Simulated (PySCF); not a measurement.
Ga(F)(Br)(OH) (BrFGaHO), SMILES [OH][Ga]([F])[Br]. The structure is a stationary point at PBE-D3(BJ)/def2-SVP. The structure was generated by enumeration; whether it is a known compound was not checked. One conformer was computed; it need not be the lowest.

The numbers are results of PBE-D3(BJ)/def2-SVP in PySCF, not measurements.

Harmonic wavenumbers (cm⁻¹): 123, 159, 167, 309, 341, 667, 714, 847, 3710. Rotational constants (GHz): 6.084, 1.550, 1.235; symmetry number 1.

Work out the zero-point energy and the ideal-gas rigid-rotor harmonic-oscillator thermochemistry at 298.15 K and 1 atm.

ZPE = ½ Σ hcν = ½ × 7037 cm⁻¹ = 42.09 kJ/mol. H − E(el) = 59.92 kJ/mol. Entropy in J/(mol K): translation 173.90, rotation 115.96, vibration 47.97, total 337.82. G − E(el) = -40.81 kJ/mol. Cp = 80.24 J/(mol K). Modes under 150 cm⁻¹ make the vibrational entropy uncertain.
